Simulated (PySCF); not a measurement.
Two species compared at the same levels of theory.

First species: C₅H₇F₂NO.
Bonds: F1–C2, C2–F3, C2–O4, O4–C5, C5–C6 (double), C6–C7, C7–N8, N8–C9, C5–C9. Hydrogens: H10 on C2; H11 on C6; H12, H13 on C7; H14 on N8; H15, H16 on C9.

Second species: C9H10O2.
InChI=1S/C9H10O2/c1-2-7-4-3-5-8(6-10)9(7)11/h3-6,11H,2H2,1H3

Levels: PBE0/pcSseg-1 for HOMO energy, LUMO energy and HOMO–LUMO gap. Geometries: GFN2-xTB. All species are isolated and taken at one optimised geometry, non-relativistic unless stated. Electronic properties by PySCF.

Dipoles, sizes and rotational constants follow the conformer. The torsions of the flexible species, by atom-mapped SMILES:
- `[CH3:1][CH2:2][c:3]1[cH:4][cH:5][cH:6][c:7]([CH:8]=[O:9])[c:10]1[OH:11]`: C1–C2–C3–C4 94°, C6–C7–C8–O9 180°, H–O11–C10–C7 0°

The conformers of `FC(F)OC1=CCNC1` aren't listed.

Values for the first species:

* HOMO energy: -6.85 eV
* LUMO energy: 0.44 eV
* HOMO–LUMO gap: 7.29 eV

Question: Estimate the same properties for the second species, and the change in each.

Answer: 
```
     property     first    second  second less first
  HOMO energy  -6.85 eV  -6.79 eV           +0.06 eV
  LUMO energy   0.44 eV  -1.97 eV           -2.41 eV
HOMO–LUMO gap   7.29 eV   4.82 eV           -2.47 eV
```

